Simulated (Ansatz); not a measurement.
Reaction (isomerisation): `FC([SiH3])([SiH3])Cl` → `F[SiH2]C[SiH2]Cl`

Calculated with Ansatz (gas phase, PBE0-D4/def2-TZVP geometries, no zero-point term in ΔE). CBS: MP2 limit from def2 TZ/QZ plus the TZ coupled-cluster correction, frozen cores. DFT in def2-TZVPP. B3LYP here is the variant with VWN-RPA as its local correlation; programs differ in this. HSE06 is defined as in plane-wave codes. Each species was taken in one conformer, which may not be the lowest.

`FC([SiH3])([SiH3])Cl`:

Z-matrix (Å, degrees):
```
C
Si 1 1.908
Si 1 1.908 2 116.8
F 1 1.386 2 108.9 3 123.9
Cl 1 1.797 2 106.8 3 -119.5
H 2 1.483 1 107.8 3 56.5
H 2 1.485 1 108.3 3 -62.5
H 2 1.481 1 108.5 3 177.2
H 3 1.483 1 107.8 2 -56.5
H 3 1.485 1 108.3 2 62.5
H 3 1.481 1 108.5 2 -177.2
```

`F[SiH2]C[SiH2]Cl`:

```xyz
11

F     2.195    1.042    1.664
Si    1.253    0.983    0.370
C     0.015   -0.384    0.582
Si   -1.191   -0.618   -0.814
Cl   -2.465   -2.174   -0.378
H     2.124    0.739   -0.806
H     0.581    2.299    0.248
H    -0.558   -0.195    1.497
H     0.558   -1.326    0.724
H    -0.490   -0.958   -2.075
H    -2.021    0.594   -1.011
```

Problem. Is it downhill or uphill in electronic energy at CCSD(T)/CBS, and by how much? (Estimate.)

Solution. Ansatz gave: Downhill: ΔE = -428.9 kJ/mol.

Problem. What do these levels give: PBE-D4, BLYP-D4, B3LYP-D4, HSE06-D4, ωB97X-V, B2PLYP, B3LYP, r2SCANh, CCSD/def2-SVP, HF/def2-TZVPP, HF/def2-QZVPP, SCS-MP2/def2-QZVPP? (An estimate is asked.)

Solution. Computed: PBE-D4 -393.3, BLYP-D4 -392.0, B3LYP-D4 -410.5, HSE06-D4 -413.9, ωB97X-V -414.2, B2PLYP -425.7, B3LYP -416.2, r2SCANh -425.6, CCSD/def2-SVP -394.9, HF/def2-TZVPP -447.7, HF/def2-QZVPP -450.5, SCS-MP2/def2-QZVPP -438.2 kJ/mol.

Largest T1 diagnostic among the species: 0.012.

In def2-TZVPP, CCSD(T) changes the Hartree–Fock value by +24.1 kJ/mol (the triples alone add +6.8 kJ/mol) and MP2 by +5.6 kJ/mol. Leaving LDA and LC-ωPBE aside and taking each functional with its dispersion term where it has one, the values, not all of them listed here, spread over 46.4 kJ/mol, from PBE-QIDH to revPBE-D4. LDA lies +5.3 kJ/mol from PBE without D4. The D4 term adds +5.7 kJ/mol with B3LYP and +2.8 kJ/mol with PBE0; it sums over pairs of atoms, weighted by their polarisabilities, and B3LYP, whose exchange is more repulsive, gets the larger term.
